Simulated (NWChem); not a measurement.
System: iodoethane (C2H5I); SMILES ICC

Output (shortened):

```
             Northwest Computational Chemistry Package (NWChem) 7.3.0
             --------------------------------------------------------

 CS  symmetry detected

                             Geometry "geometry" -> ""
                             -------------------------

 Output coordinates in angstroms (scale by  1.889725989 to convert to a.u.)

  No.       Tag          Charge          X              Y              Z
 ---- ---------------- ---------- -------------- -------------- --------------
    1 C                    6.0000     0.44383497     2.41365889     0.00000000
    2 C                    6.0000    -0.67721932     1.40403135     0.00000000
    3 I                   53.0000     0.03479210    -0.63996606     0.00000000
    4 H                    1.0000     1.08191133     2.31378773     0.89000700
    5 H                    1.0000     0.01696184     3.43098915     0.00000000
    6 H                    1.0000     1.08191133     2.31378773    -0.89000700
    7 H                    1.0000    -1.31222975     1.47674759     0.89216600
    8 H                    1.0000    -1.31222975     1.47674759    -0.89216600

 Effective nuclear repulsion energy (a.u.)     214.2873647954

      Symmetry information
      --------------------

 Group name             Cs
 Group number              2
 Group order               2
 No. of unique centers     6

                                 NWChem DFT Module
                                 -----------------

 Summary of "ao basis" -> "ao basis" (spherical)
 ------------------------------------------------------------------------------
       Tag                 Description            Shells   Functions and Types
 ---------------- ------------------------------  ------  ---------------------
 C                         def2-svpd                 8       20   4s2p2d
 I                         def2-svpd                13       35   5s5p3d
 H                         def2-svpd                 4        8   2s2p

      Symmetry analysis of basis
      --------------------------

        a'         74
        a"         41

            General Information
            -------------------
          SCF calculation type: DFT
          Wavefunction type:  closed shell.
          No. of atoms     :     8
          No. of electrons :    42
           Alpha electrons :    21
            Beta electrons :    21
          Charge           :     0
          Spin multiplicity:     1
          Use of symmetry is: on ; symmetry adaption is: on
          Maximum number of iterations: 150
          AO basis - number of functions:   115
                     number of shells:    49
          Convergence on energy requested:  1.00D-06
          Convergence on density requested:  1.00D-05
          Convergence on gradient requested:  5.00D-04

              XC Information
              --------------
                         B3LYP Method XC Potential
                     Hartree-Fock (Exact) Exchange  0.200
                        Slater Exchange Functional  0.800 local
                    Becke 1988 Exchange Functional  0.720 non-local
              Lee-Yang-Parr Correlation Functional  0.810
                  VWN I RPA Correlation Functional  0.190 local

             Grid Information
             ----------------
          Grid used for XC integration:  medium
          Radial quadrature: Mura-Knowles
          Angular quadrature: Lebedev.
          Tag              B.-S. Rad. Rad. Pts. Rad. Cut. Ang. Pts.
          ---              ---------- --------- --------- ---------
          C                   0.70       49          13.0       434
          I                   1.40      123          12.0       590
          H                   0.35       45          13.0       434
          Grid pruning is: on
          Number of quadrature shells:   356
          Spatial weights used:  Erf1

      Superposition of Atomic Density Guess
      -------------------------------------

 Sum of atomic energies:        -424.87315900

      Non-variational initial energy
      ------------------------------

 Total energy =    -375.842742
 1-e energy   =    -859.944343
 2-e energy   =     363.607950
 HOMO         =      -0.326153
 LUMO         =      -0.016046

      Symmetry analysis of molecular orbitals - initial
      -------------------------------------------------

  Numbering of irreducible representations:

     1 a'          2 a"

  Orbital symmetries:

     1 a'          2 a'          3 a'          4 a'          5 a'
     6 a"          7 a'          8 a'          9 a"         10 a'
    11 a"         12 a'         13 a'         14 a'         15 a"
    16 a'         17 a'         18 a"         19 a'         20 a'
    21 a"         22 a'         23 a'         24 a'         25 a'
    26 a"         27 a'         28 a'         29 a"         30 a'
    31 a"

     ---------------------------------------------
      Total Density - Mulliken Population Analysis
     ---------------------------------------------

[...]

                         DFT ENERGY GRADIENTS

    atom               coordinates                        gradient
                 x          y          z           x          y          z
   1 C       0.838726   4.561154   0.000000   -0.003965  -0.003354   0.000000
   2 C      -1.279759   2.653235   0.000000    0.007498  -0.003977   0.000000
   3 I       0.065748  -1.209360   0.000000   -0.002647   0.007951   0.000000
   4 H       2.044516   4.372425   1.681869    0.000631  -0.000098   0.000613
   5 H       0.032053   6.483629   0.000000   -0.000077   0.000326   0.000000
   6 H       2.044516   4.372425  -1.681869    0.000631  -0.000098  -0.000613
   7 H      -2.479755   2.790648   1.685949   -0.001035  -0.000375   0.001025
   8 H      -2.479755   2.790648  -1.685949   -0.001035  -0.000375  -0.001025
```

Level: B3LYP/def2-SVPD with def2 effective core potentials on I. Geometry: optimised at PBE0/def2-SVP. B3LYP is NWChem's, with the RPA form of VWN correlation. def2 effective core potentials on I; no spin-orbit coupling.

Which NWChem input produces such a log?

One answer among several that fit: the input that was run:
```
start job
memory heap 200 mb stack 900 mb global 1100 mb
geometry units angstroms noautoz
  C      0.454361     2.403257     0.000000
  C     -0.677733     1.406024     0.000000
  I      0.011748    -0.645683     0.000000
  H      1.091300     2.296372     0.890007
  H      0.038706     3.425222     0.000000
  H      1.091300     2.296372    -0.890007
  H     -1.311905     1.485722     0.892166
  H     -1.311905     1.485722    -0.892166
end
basis spherical
  C library def2-svpd
  I library def2-svpd
  H library def2-svpd
end
ecp
  I library def2-ecp
end
dft
  xc b3lyp
  iterations 150
  mulliken
end
task dft gradient
```
